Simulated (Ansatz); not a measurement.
(H2Al-mu-I)2 (Al2H4I2). The state is a triplet with charge 0. Geometry PBE-D4/def2-SVP, that of the neutral singlet; atoms count from 1.

```xyz
8

Al   -1.5532   -0.6996    0.6349
H    -1.6068   -0.9042    2.2112
H    -2.6888   -1.0341   -0.4273
I    -0.7563    1.8452    0.1831
Al    1.5547    0.6998   -0.6312
H     1.6662    0.9270   -2.2014
H     2.6523    1.0137    0.4762
I     0.7320   -1.8477   -0.2455
```

In the def2 sets I takes a core potential; there is no spin–orbit coupling. At PBE0-D4/def2-TZVP a singlet of charge 0 lies 5.23 eV below the triplet at the same geometry.

(1) Estimate the Mulliken populations from the PBE0/def2-TZVP orbitals of Ansatz.

(2) Where does the spin sit?

(3) And the Mayer bond orders between heavy atoms (over 0.3)?

## Answers

(1) 
| atom | charge (e) | spin (α − β) |
| --- | --- | --- |
| Al1 | 0.25 | 0.34 |
| H2 | -0.06 | 0.13 |
| H3 | -0.07 | 0.12 |
| I4 | -0.12 | 0.41 |
| Al5 | 0.25 | 0.34 |
| H6 | -0.07 | 0.12 |
| H7 | -0.06 | 0.13 |
| I8 | -0.12 | 0.41 |
Mulliken values depend strongly on the basis.

(2) Summed by element: Al 0.67, H 0.51, I 0.82, of 2 unpaired in all. Largest on single atoms: I4 0.41, I8 0.41, Al5 0.34.

(3) Al1–I4 0.61 (2.70 Å); Al1–I8 0.61 (2.70 Å); I4–Al5 0.61 (2.70 Å); Al5–I8 0.61 (2.70 Å).
